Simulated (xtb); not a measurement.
xtb input (GFN1-xTB):

```bash
xtb mol.xyz --gfn 1 --opt tight --chrg 0 --uhf 0
```
mol.xyz:
```
12

Si     2.35129758    -0.33395317     0.35704971
C      0.51438345    -0.13066875     0.13864479
C     -0.49767965    -0.83077067     0.87162369
C     -1.76524626    -0.48679762     0.50688075
S     -1.76273271     0.69816260    -0.73820015
C     -0.04596481     0.73202262    -0.76928716
H      2.76053497     0.00250474     1.74208675
H      2.76485552    -1.73286034     0.09052520
H      3.04655291     0.56860515    -0.58948740
H     -0.28679503    -1.56157172     1.64005873
H     -2.69600568    -0.86254508     0.89925948
H      0.46345818     1.38789651    -1.45710873
```

Output:

```
           -------------------------------------------------
          |                Calculation Setup                |
           -------------------------------------------------

           -------------------------------------------------
          |                 G F N 1 - x T B                 |
           -------------------------------------------------

        Reference                      10.1021/acs.jctc.7b00118
      * Hamiltonian:
        H0-scaling (s, p, d)           1.850000    2.250000    2.000000
        zeta-weighting                 0.000000
      * Dispersion:
        s8                             2.400000
        a1                             0.630000
        a2                             5.000000
        s9                             0.000000
      * Repulsion:
        kExp                           1.500000
        rExp                           1.000000
      * Coulomb:
        alpha                          2.000000
        third order                    atomic
        anisotropic                    false
      * Halogen bond correction:
        rad-scale                      1.300000
        damping                        0.440000

          ...................................................
          :                      SETUP                      :
          :.................................................:
          :  # basis functions                  48          :
          :  # atomic orbitals                  46          :
          :  # shells                           26          :
          :  # electrons                        32          :
          :  # halogen bonds                     0          :
          :  max. iterations                   250          :
          :  Hamiltonian                  GFN1-xTB          :
          :  restarted?                      false          :
          :  GBSA solvation                  false          :
          :  PC potential                    false          :
          :  electronic temp.          300.0000000     K    :
          :  accuracy                    1.0000000          :
          :  -> integral cutoff          0.2500000E+02      :
          :  -> integral neglect         0.1000000E-07      :
          :  -> SCF convergence          0.1000000E-05 Eh   :
          :  -> wf. convergence          0.2000000E-04 e    :
          :  Broyden damping             0.4000000          :
          :  net charge                          0          :
          :  unpaired electrons                  0          :
          ...................................................

 iter      E             dE          RMSdq      gap      omega  full diag
   1    -17.4004037 -0.174004E+02  0.831E+00    3.97       0.0  T
   2    -17.4315179 -0.311143E-01  0.488E+00    3.94       1.0  T
   3    -17.4271964  0.432150E-02  0.885E-01    4.11       1.0  T
   4    -17.4339428 -0.674639E-02  0.249E-01    3.96       1.0  T
   5    -17.4347770 -0.834143E-03  0.815E-02    4.01       1.0  T
   6    -17.4348483 -0.713133E-04  0.125E-02    4.00       2.3  T
   7    -17.4348493 -0.992999E-06  0.528E-03    4.00       5.5  T
[...]
        14        2.0000           -0.4479797             -12.1901
        15        2.0000           -0.4329123             -11.7801
        16        2.0000           -0.4231282             -11.5139 (HOMO)
        17                         -0.2764355              -7.5222 (LUMO)
        18                         -0.2299288              -6.2567
        19                         -0.2067333              -5.6255
        20                         -0.1897067              -5.1622
        21                         -0.1769617              -4.8154
        22                         -0.1573756              -4.2824
        23                         -0.1399862              -3.8092
        24                         -0.1040867              -2.8323
        25                         -0.0949755              -2.5844
        26                         -0.0788384              -2.1453
        27                         -0.0673377              -1.8324
       ...                                ...                  ...
        46                          1.4172340              38.5649
      -------------------------------------------------------------
                  HL-Gap            0.1466927 Eh            3.9917 eV
             Fermi-level           -0.3497819 Eh           -9.5180 eV

  Mulliken/CM5 charges         n(s)   n(p)   n(d)
     1Si    0.22283 -0.08041   1.296  1.957  0.524
     2C    -0.11798 -0.08851   1.103  3.015  0.000
     3C    -0.04127 -0.08930   1.059  2.983  0.000
     4C     0.00754 -0.03098   1.054  2.939  0.000
     5S    -0.01771 -0.05857   1.913  4.082  0.023
     6C     0.03908  0.00664   1.064  2.897  0.000
     7H    -0.06882  0.01835   1.069  0.000  0.000
     8H    -0.06882  0.01835   1.069  0.000  0.000
     9H    -0.07162  0.01596   1.072  0.000  0.000
    10H     0.03691  0.09359   0.963  0.000  0.000
    11H     0.03944  0.09641   0.961  0.000  0.000
    12H     0.04041  0.09846   0.960  0.000  0.000

Wiberg/Mayer (AO) data.
largest (>0.10) Wiberg bond orders for each atom

 ---------------------------------------------------------------------------
     #   Z sym  total        # sym  WBO       # sym  WBO       # sym  WBO
 ---------------------------------------------------------------------------
     1  14 Si   4.110 --     2 C    1.074     9 H    0.938     7 H    0.936
                             8 H    0.936     6 C    0.101
     2   6 C    3.956 --     6 C    1.532     3 C    1.196     1 Si   1.074
     3   6 C    3.992 --     4 C    1.669     2 C    1.196    10 H    0.966
     4   6 C    3.955 --     3 C    1.669     5 S    1.157    11 H    0.975
                             6 C    0.114
     5  16 S    2.571 --     6 C    1.200     4 C    1.157
     6   6 C    3.960 --     2 C    1.532     5 S    1.200    12 H    0.972
                             4 C    0.114     1 Si   0.101
     7   1 H    0.990 --     1 Si   0.936
     8   1 H    0.990 --     1 Si   0.936
     9   1 H    0.989 --     1 Si   0.938
    10   1 H    1.000 --     3 C    0.966
    11   1 H    1.002 --     4 C    0.975
    12   1 H    1.002 --     6 C    0.972
 ---------------------------------------------------------------------------

Topologies differ in total number of bonds
Writing topology from bond orders to xtbtopo.mol

 dipole moment from electron density (au)
     X       Y       Z
  -0.5394   0.0822  -0.0878  total (Debye):    1.405

           -------------------------------------------------
          |                Geometry Summary                 |
           -------------------------------------------------

      molecular mass/u    :      114.2408742
   center of mass at/Å    :       -0.0527673       0.0207324      -0.0219224
  moments of inertia/u·Å² :        0.7548635E+02   0.3557071E+03   0.4256183E+03
rotational constants/cm⁻¹ :        0.2233203E+00   0.4739189E-01   0.3960739E-01

 * 12 selected distances

     #   Z          #   Z                                           value/Å
     1  14 Si       2   6 C                                       1.8667570 (max)
Note: The following floating-point exceptions are signalling: IEEE_DENORMAL
normal termination of xtb
     2   6 C        3   6 C                                       1.4418940
     3   6 C        4   6 C                                       1.3549125
     4   6 C        5  16 S                                       1.7193411
     2   6 C        6   6 C                                       1.3793513
     5  16 S        6   6 C                                       1.7107608
     1  14 Si       7   1 H                                       1.4526354
     1  14 Si       8   1 H                                       1.4526354
     1  14 Si       9   1 H                                       1.4515776
     3   6 C       10   1 H                                       1.0824938
     4   6 C       11   1 H                                       1.0778217 (min)
     6   6 C       12   1 H                                       1.0791500

 * 5 distinct bonds (by element types)

   Z      Z             #   av. dist./Å        max./Å        min./Å
   1 H    6 C           3     1.0798218     1.0824938     1.0778217
   6 C    6 C           3     1.3920526     1.4418940     1.3549125
   1 H   14 Si          3     1.4522828     1.4526354     1.4515776
   6 C   14 Si          1     1.8667570     1.8667570     1.8667570
   6 C   16 S           2     1.7150510     1.7193411     1.7107608

optimized geometry written to: xtbopt.xyz

           -------------------------------------------------
          | TOTAL ENERGY              -17.222930827992 Eh   |
          | GRADIENT NORM               0.000146496632 Eh/α |
          | HOMO-LUMO GAP               3.991710344075 eV   |
           -------------------------------------------------

------------------------------------------------------------------------
------------------------------------------------------------------------
 total:
 SCF:
 ANC optimizer:
```
